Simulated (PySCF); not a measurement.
System: C₂H₆Be, singlet: bend at the central Be, local threefold symmetry of each CH3 group. Scanned: C-Be-C angle. Other coordinates (Be-C length, H-C-Be angle, C-H length) were minimised at B3LYP/def2-TZVP. Each profile is relative to its own lowest point.

```csv
a / °,A,B,C
180,0.0,0.0,0.0
172.50,0.5,0.5,0.5
165,2.1,2.2,2.0
157.50,4.6,4.9,4.6
150,8.3,8.7,8.3
142.50,13.1,13.8,13.2
135,19.1,20.2,19.3
127.50,26.3,28.1,26.7
120,35.1,37.6,35.8
112.50,45.5,49.1,46.6
105,58.1,63.0,59.7
97.50,73.5,80.0,75.7
90,92.9,101.3,95.7
```

Energies in mEh.

### Question
Which curve belongs to which method? The methods are PySCF with CAM-B3LYP/def2-TZVP; PySCF with M06-2X/def2-TZVP; RHF/def2-TZVP in PySCF.

### Answer
A is M06-2X; B is RHF; C is CAM-B3LYP.
